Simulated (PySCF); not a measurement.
ECD: `C=C[C@H]1C=C(F)[C@H]1Cl`, C6H6ClF

Molfile (atoms numbered from 1):
```
C6H6ClF
     RDKit          3D

 14 14  0  0  0  0  0  0  0  0999 V2000
    2.3435    0.4787    0.3285 C   0  0  0  0  0  0  0  0  0  0  0  0
    1.0307    0.5328    0.4538 C   0  0  0  0  0  0  0  0  0  0  0  0
    0.0963   -0.4742   -0.1252 C   0  0  1  0  0  0  0  0  0  0  0  0
   -1.0165   -0.9207    0.8081 C   0  0  0  0  0  0  0  0  0  0  0  0
   -1.9617   -0.3739    0.0549 C   0  0  0  0  0  0  0  0  0  0  0  0
   -3.2869   -0.2937    0.1387 F   0  0  0  0  0  0  0  0  0  0  0  0
   -1.0504    0.1004   -1.0306 C   0  0  1  0  0  0  0  0  0  0  0  0
   -1.0165    1.8499   -1.3369 Cl  0  0  0  0  0  0  0  0  0  0  0  0
    2.9841    1.2218    0.7702 H   0  0  0  0  0  0  0  0  0  0  0  0
    2.8326   -0.3091   -0.2209 H   0  0  0  0  0  0  0  0  0  0  0  0
    0.5584    1.3317    1.0071 H   0  0  0  0  0  0  0  0  0  0  0  0
    0.6482   -1.2858   -0.6033 H   0  0  0  0  0  0  0  0  0  0  0  0
   -0.9982   -1.4665    1.7301 H   0  0  0  0  0  0  0  0  0  0  0  0
   -1.1642   -0.3918   -1.9966 H   0  0  0  0  0  0  0  0  0  0  0  0
  1  2  2  0
  2  3  1  0
  3  4  1  0
  4  5  2  0
  5  6  1  0
  5  7  1  0
  7  8  1  0
  7  3  1  0
  1  9  1  0
  1 10  1  0
  2 11  1  0
  3 12  1  6
  4 13  1  0
  7 14  1  6
M  END
```

Computed with TDDFT PBE0/def2-SVPD circular dichroism and optical rotation, one conformer, gas phase in PySCF 2.14.0. Geometry: GFN2-xTB.

The molecule is flexible and this is one conformer; a measurement averages over conformers. States above about 7.7 eV (minus the energy of the highest occupied orbital) lie near or above the ionisation threshold and depend on the basis.

**Question.** Assign R or S to each stereocentre.

**Answer.** C3 S, C7 S.

**Question.** List the lowest 12 singlet excitations with oscillator and rotatory strengths.

**Answer.** Rotatory strengths R in 10⁻⁴⁰ esu² cm², velocity form and length form (origin at the centre of mass); f in length form.
| state | E (eV) | λ (nm) | f | R (velocity) | R (length) | main |
| --- | --- | --- | --- | --- | --- | --- |
| 1 | 6.11 | 203 | 0.055 | +1.5 | +0.4 | HOMO→LUMO 0.86 |
| 2 | 6.54 | 190 | 0.053 | +8.0 | +7.5 | HOMO−1→LUMO 0.63, HOMO→LUMO+1 0.20 |
| 3 | 6.70 | 185 | 0.009 | +10.8 | +10.8 | HOMO−2→LUMO 0.58, HOMO−3→LUMO 0.18 |
| 4 | 6.78 | 183 | 0.018 | +18.5 | +18.3 | HOMO−3→LUMO 0.44, HOMO−2→LUMO 0.31 |
| 5 | 6.96 | 178 | 0.066 | -34.3 | -35.0 | HOMO−3→LUMO 0.28, HOMO→LUMO+1 0.28 |
| 6 | 7.27 | 171 | 0.047 | +34.6 | +34.6 | HOMO→LUMO+2 0.73, HOMO−1→LUMO+1 0.13 |
| 7 | 7.35 | 169 | 0.098 | -168.7 | -170.3 | HOMO−2→LUMO+1 0.42, HOMO−1→LUMO+1 0.18 |
| 8 | 7.50 | 165 | 0.013 | -40.4 | -38.1 | HOMO→LUMO+3 0.57, HOMO−1→LUMO+2 0.18 |
| 9 | 7.53 | 165 | 0.007 | +10.5 | +11.2 | HOMO−3→LUMO+1 0.82 |
| 10 | 7.59 | 163 | 0.146 | +40.4 | +39.6 | HOMO−2→LUMO+1 0.34, HOMO−1→LUMO+1 0.18 |
| 11 | 7.77 | 160 | 0.143 | +39.3 | +40.6 | HOMO−1→LUMO+2 0.22, HOMO→LUMO+3 0.18 |
| 12 | 7.78 | 159 | 0.016 | +16.2 | +16.8 | HOMO→LUMO+4 0.45, HOMO−1→LUMO+2 0.36 |

Among the states computed, the strongest CD band (largest |R|) is state 7. The largest dissymmetry factor in size, g = 4R/(D+G), with D and G the electric and magnetic dipole strengths, is -0.029 for state 8 (velocity form, f = 0.016), among bands with |R| over 0.5. The mirror image has the same energies and oscillator strengths and all R with the opposite sign.
